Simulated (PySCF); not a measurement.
# Electron correlation in V (vanadium, neutral)

[Ar] 3d3 4s2, high-spin 4F determinant. Calculation: PySCF 2.14, in ANO-RCC-VTZP (6s5p3d2f1g, 59 functions); the spin-free X2C one-electron Hamiltonian (Gaussian nucleus). Frozen: [Ne]; 13 electrons correlated.

```
  level  correlation energy (mhartree)
   CCSD                        -395.13
    (T)                         -11.39
CCSD(T)                        -406.52
```

Diagnostics: T1 = 0.020, D1 = 0.0806, largest double amplitude 0.109.

Cost of the coupled-cluster step: about 5 core-seconds, for 13 correlated electrons.
